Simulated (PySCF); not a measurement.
Which element holds O most strongly?

PBE in PySCF with def2-TZVPPD on every atom (core potentials on Mo), for the lowest determinant that a PBE0 search found; no spin–orbit coupling. D0 is De less the harmonic zero-point energy.

| M | state (unpaired electrons) | Re (Å) | ωe (cm⁻¹) | D0(MO) (eV) |
| --- | --- | --- | --- | --- |
| Cu | doublet (π ↑) | 1.719 | 658 | 3.28 |
| Ga | doublet (σ ↑) | 1.711 | 756 | 4.76 |
| Mo | quintet (σ ↑, π ↑, δ ↑↑) | 1.700 | 942 | 6.05 |
| Ge | singlet (closed shell) | 1.648 | 955 | 7.29 |
| B | doublet (σ ↑) | 1.215 | 1843 | 8.85 |
| Zn | triplet (σ ↑, π ↑) | 1.884 | 491 | 1.61 |
| P | doublet (π ↑) | 1.496 | 1199 | 6.58 |

Question: Order the elements by D0 and give the energy of PO + Ga → GaO + P.

Answer: B > Ge > P > Mo > Ga > Cu > Zn; ΔE = 6.58 − 4.76 = +1.82 eV at PBE/def2-TZVPPD. Close neighbours can swap at other levels.

The metal atom is held in its measured ground configuration; semilocal functionals can put another filling of s and d lower by some tenths of an eV, and De to that atom would be smaller. These are scalar-relativistic numbers at best; spin–orbit coupling would shift them, the dissociation energy most. States were picked by a PBE0 search and need not be the measured ground states. The state is the lowest single determinant that the PBE0 search found; with open d or f shells the true ground state can be another one.
